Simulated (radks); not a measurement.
The carbon ion C2+, configuration [He] 2s2.

Calculated with a radial shooting solver on a logarithmic mesh with Libxc functionals: non-relativistic Kohn-Sham, PBE, spin-polarised, spherical densities, point nucleus.

Energy parts (Ry):
part                      energy
total                  -72.92217
kinetic                 72.75239
electron-nucleus      -161.02479
Hartree                 24.07087
exchange-correlation    -8.72066

Orbitals (lengths in bohr, moments of r in powers of bohr; r(max) is where P^2 peaks; r(90%) holds 90 % of the orbital's charge):
orbital,occ.,eigenvalue (Ry),r(90%),r(max)
1s,2,-22.66841,0.485,0.1741
2s,2,-2.96647,2.11,1.126

The highest occupied level is 2s at -40.361 eV. The electron density at the nucleus is 130.7 e/bohr^3. Virial ratio -V/T = 2.00233. The density falls to 0.001 e/bohr^3 at r = 2.79 bohr.
